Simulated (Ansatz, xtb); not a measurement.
## Two isomers of C4H9GeNS

We compare X, `C[CH2][Ge@H]([SH])[CH2]C#N`, a singlet, with Y, `S=C1CCC[N]1[GeH3]`, a singlet. Both are isolated molecules in the gas phase, relaxed with PBE0-D3(BJ)/def2-SVP; the shapes shown needn't be the lowest conformers.

X (Å):

| atom | x (Å) | y (Å) | z (Å) |
| --- | --- | --- | --- |
| C | -1.0774 | 1.4546 | 0.8842 |
| C | -0.5687 | 0.0373 | 1.1061 |
| C | -1.3137 | -0.9211 | -1.8637 |
| C | -2.5192 | -1.4481 | -1.2669 |
| Ge | 0.1359 | -0.8107 | -0.5035 |
| N | -3.4547 | -1.8629 | -0.7219 |
| S | 1.8168 | 0.3401 | -1.4139 |
| H | -0.2784 | 2.1230 | 0.5256 |
| H | -1.8980 | 1.4843 | 0.1498 |
| H | -1.4670 | 1.8894 | 1.8176 |
| H | 0.2299 | 0.0125 | 1.8644 |
| H | -1.3772 | -0.6194 | 1.4691 |
| H | 0.6991 | -2.2202 | -0.2608 |
| H | 1.1406 | 1.5099 | -1.4323 |
| H | -1.4980 | 0.0868 | -2.2660 |
| H | -0.9758 | -1.5584 | -2.6941 |

Y (Å):

```json
{"atom": "C", "x (Å)": "0.0271", "y (Å)": "0.1120", "z (Å)": "0.1600"}
{"atom": "C", "x (Å)": "-0.5087", "y (Å)": "1.5053", "z (Å)": "0.3952"}
{"atom": "C", "x (Å)": "-0.2576", "y (Å)": "2.2150", "z (Å)": "-0.9337"}
{"atom": "C", "x (Å)": "0.9574", "y (Å)": "1.4750", "z (Å)": "-1.4984"}
{"atom": "Ge", "x (Å)": "1.7330", "y (Å)": "-1.4247", "z (Å)": "-1.4376"}
{"atom": "N", "x (Å)": "0.8311", "y (Å)": "0.1424", "z (Å)": "-0.9180"}
{"atom": "S", "x (Å)": "-0.2609", "y (Å)": "-1.2409", "z (Å)": "1.0616"}
{"atom": "H", "x (Å)": "0.0724", "y (Å)": "1.9513", "z (Å)": "1.2211"}
{"atom": "H", "x (Å)": "-1.5575", "y (Å)": "1.4789", "z (Å)": "0.7179"}
{"atom": "H", "x (Å)": "-1.1205", "y (Å)": "2.0708", "z (Å)": "-1.6025"}
{"atom": "H", "x (Å)": "-0.0867", "y (Å)": "3.2961", "z (Å)": "-0.8360"}
{"atom": "H", "x (Å)": "0.9657", "y (Å)": "1.4311", "z (Å)": "-2.5978"}
{"atom": "H", "x (Å)": "1.9062", "y (Å)": "1.9458", "z (Å)": "-1.1799"}
{"atom": "H", "x (Å)": "2.6828", "y (Å)": "-1.8694", "z (Å)": "-0.3228"}
{"atom": "H", "x (Å)": "2.5260", "y (Å)": "-0.9349", "z (Å)": "-2.6683"}
{"atom": "H", "x (Å)": "0.7130", "y (Å)": "-2.4919", "z (Å)": "-1.8388"}
```

Quicker runs give these differences E(Y) − E(X): GFN2-xTB −30.2 kcal/mol; HF/STO-3G +6.3 kcal/mol (at GFN2-xTB geometries); r2SCAN-D4/def2-SVP +2.7 kcal/mol (at GFN2-xTB geometries).

Task: Estimate which is lower in electronic energy at CCSD(T)/def2-SVP + ΔMP2/def2-TZVPP, and by roughly how much.

Result: The CCSD(T)/def2-SVP + ΔMP2/def2-TZVPP calculation puts structure X lower, by 14.0 kcal/mol.

The same difference at several levels:

| level | geometry | E(Y) − E(X) (kcal/mol) | departure from the last row (kcal/mol) | job, with rough time for the two |
| --- | --- | --- | --- | --- |
| GFN2-xTB | GFN2-xTB | −30.2 | −44.3 | optimisation, 0.3 s |
| HF/STO-3G | GFN2-xTB | +6.3 | −7.7 | single point, 0.68 s |
| r2SCAN-D4/def2-SVP | GFN2-xTB | +2.7 | −11.3 | single point, 5.7 s |
| PBE0-D3(BJ)/def2-SVP | PBE0-D3(BJ)/def2-SVP | +0.5 | −13.6 | optimisation, 60 s |
| HF/def2-SVP | PBE0-D3(BJ)/def2-SVP | +11.3 | −2.7 | part of the CCSD(T) run |
| MP2/def2-SVP | PBE0-D3(BJ)/def2-SVP | +9.3 | −4.8 | part of the CCSD(T) run |
| CCSD(T)/def2-SVP | PBE0-D3(BJ)/def2-SVP | +8.2 | −5.8 | single point |
| CCSD(T)/def2-SVP + ΔMP2/def2-TZVPP | PBE0-D3(BJ)/def2-SVP | +14.0 |  | single point, 2.9 min |

As drawn, Y has 1 C=S, 1 C–C, 2 C–N, 1 Ge–N, 2 Ge–H in place of 2 C–Ge, 1 Ge–S, 1 C≡N, 1 C–H, 1 S–H. Structure X has no ring, Y a 5-membered ring.

GFN2-xTB puts the two in the other order. PBE0-D3(BJ)/def2-SVP finds them nearly level. The largest departure from CCSD(T)/def2-SVP + ΔMP2/def2-TZVPP is that of GFN2-xTB, 44.3 kcal/mol. The last row adds to CCSD(T) the change of the MP2 difference between the two basis sets, here +5.8 kcal/mol, a large step that makes the value less sure.

With thermal terms from frequencies at re-optimised GFN2-xTB minima (ideal gas, soft modes damped towards free rotors, one conformer each, 298.15 K, 1 atm): the zero-point term adds +2.2 kcal/mol; ΔH is +14.5 and ΔG +18.6 kcal/mol.

The correlated steps freeze 19 core orbitals; the filled d shell of Ge is correlated, in a basis made for valence electrons. Mirror images aren't counted in ΔG. Programs: Ansatz 0.2.0, xtb 6.7.1; the last row on 4 threads of Arm Neoverse V1 on a shared host.
